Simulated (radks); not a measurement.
Problem. Numerical settings for the barium ion Ba25+, [Ar] 3d10 4s2 4p1. Method: Dirac Kohn-Sham, LDA (Slater exchange, Perdew-Wang correlation), spin-unpolarised, spherical densities, finite nucleus; open shells fill j = l - 1/2 first; Fermi nuclear charge, rms radius 4.8378 fm; computed with a radial shooting solver on a logarithmic mesh with Libxc functionals. The defaults (mesh step 0.008 in ln r, mesh end at 40 bohr or more with all orbitals vanishing there, Anderson mixing 0.5 over 9 steps, residual threshold near 1e-9 with the energy settled to 1e-9 hartree or 1e-11 of itself, here a cap of 73 iterations) give E = -7835.4364 hartree and 4p1/2 at -831.26 eV in 14 iterations. Run on one thread of a shared host, so times are rough (Arm Neoverse N1): 0.12 s of CPU time, 0.12 s wall, 14 iterations on 2189 mesh points. One setting is changed at a time: mesh step in ln r 0.2; mesh step in ln r 0.03; mesh step in ln r 0.003; mesh end (bohr) 12; mesh end (bohr) 1; residual threshold 1e-13; residual threshold 1e-05; mixing 0.05; linear mixing, mixing 0.05; linear mixing, mixing 0.5; mixing history 2; iteration cap 3. Which runs fail to converge, and which converge to a wrong energy?

Solution. Not converged within the cap: mesh step in ln r 0.2; linear mixing, mixing 0.05; iteration cap 3. Settings that end as converged yet miss the energy by more than 1 mhartree: mesh end (bohr) 1 (+3.5 hartree).
